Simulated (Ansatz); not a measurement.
`O[Si@H](F)N[Si@H](O)Cl`, charge 0, multiplicity 1.

Question: Give a relaxed structure at PBE0-D4/def2-TZVP (Ansatz). (Estimate.)

Answer: Ansatz gave: 
```xyz
12

O     1.121   -1.366   -0.616
Si   -0.506   -1.335   -0.387
F    -1.169   -1.374   -1.837
N    -0.846    0.083    0.483
Si   -0.016    1.594    0.516
O     1.351    1.466   -0.345
Cl    0.327    2.053    2.492
H     1.453   -1.894   -1.345
H    -1.025   -2.517    0.324
H    -1.605   -0.003    1.146
H    -0.801    2.719   -0.017
H     1.715    0.574   -0.415
```
This is one stationary point; other conformers may exist.
